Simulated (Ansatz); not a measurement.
Born–Oppenheimer molecular dynamics of BFH$_{4}$N$_{2}$ (8 atoms, charge 0, multiplicity 1). It goes on from the last frame of an earlier run, with new velocities.

Computed with RKS BLYP-D4/6-31G (Ansatz 0.2.0).

```
ensemble                      : NVE (velocity Verlet)
time step                     : 1 fs
steps asked                   : 166
starting velocities drawn for : 100 K
masses                        : H 2.014 u
seed                          : 267143
```

First frame:

```xyz
8
Properties=species:S:1:pos:R:3
B 0.001 0.110 -0.093
F -0.010 0.166 1.276
N 1.254 0.097 -0.770
H 1.448 -0.343 -1.677
H 2.142 0.399 -0.191
N -1.296 -0.129 -0.759
H -1.988 -0.659 -0.428
H -1.245 -0.260 -1.864
```

**Question.** What does the run give?

**Answer.** The run went to its last step.

```yaml
steps_done: 166
time_covered: 166 fs
mean_temperature_over_the_second_half: 520 K
spread_of_the_potential_energy_over_the_second_half: 13.6 meV per atom
mean_potential_energy_of_the_second_half_above_the_start: -42.6 meV per atom
```

The conserved energy stayed within 3.8 meV per atom of its start (net change -0.62 meV per atom), so the integration is sound. The kinetic energy rose, since the run started high on the potential surface and went downhill. A run of 0.17 ps of so small a system gives no equilibrium averages. Limits of this set-up: no polarisation functions.

**Question.** What happens to the structure?

**Answer.** The same pairs are bonded in the first frame and the last. Pairs count as bonded within 1.25 times the sum of covalent radii (0.12 Å more for H–H). This is one draw of velocities; another would differ in detail.

**Question.** How do temperature and energy run in time?

**Answer.** 
```csv
time (fs),T (K),potential energy less start (eV),conserved less start (meV/atom)
0,100,0.000,0.00
14,438,-0.273,-1.34
28,657,-0.454,-2.72
42,716,-0.504,-3.21
56,568,-0.381,-2.22
70,357,-0.205,-0.73
84,303,-0.169,-1.44
98,655,-0.451,-2.53
112,640,-0.438,-2.35
126,505,-0.332,-2.26
140,440,-0.274,-1.30
154,335,-0.191,-1.06
```

The run took 3.7 min on 1 thread of Arm Neoverse V1 (shared host), peak memory 0.09 GiB.
